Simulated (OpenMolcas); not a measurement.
# How methods differ on C2H5NSi (SMILES C[SiH2]C#N)

C2H5NSi has 9 atoms, charge 0, and is taken as a singlet. SMILES: `C[SiH2]C#N`. Geometry: relaxed at PBE0-D4/def2-TZVP.

Each level gives the HOMO–LUMO gap (eV). The values are calculated.

```json
{"level": "SVWN5/cc-pVDZ", "kind": "LDA", "program": "OpenMolcas", "value (eV)": "6.84", "CPU time": "52 s"}
{"level": "BLYP/cc-pVDZ", "kind": "GGA", "program": "OpenMolcas", "value (eV)": "6.90", "CPU time": "55 s"}
{"level": "PBE/cc-pVDZ", "kind": "GGA", "program": "OpenMolcas", "value (eV)": "6.92", "CPU time": "56 s"}
{"level": "TPSS/cc-pVDZ", "kind": "meta-GGA", "program": "OpenMolcas", "value (eV)": "7.16", "CPU time": "65 s"}
{"level": "r2SCAN/cc-pVDZ", "kind": "meta-GGA", "program": "OpenMolcas", "value (eV)": "7.45", "CPU time": "72 s"}
{"level": "B3LYP/cc-pVDZ", "kind": "global hybrid", "program": "OpenMolcas", "value (eV)": "8.75", "CPU time": "42 s"}
{"level": "BHLYP/cc-pVDZ", "kind": "global hybrid", "program": "OpenMolcas", "value (eV)": "11.46", "CPU time": "36 s"}
{"level": "M06-2X/cc-pVDZ", "kind": "hybrid meta-GGA", "program": "OpenMolcas", "value (eV)": "11.41", "CPU time": "43 s"}
```

The values span 6.84 to 11.46 eV. Orbital gaps aren't excitation energies; they tend to grow with the share of exact exchange. Times are those of the runs behind each value, whatever else they computed, on shared processors of several kinds: orders of magnitude only.
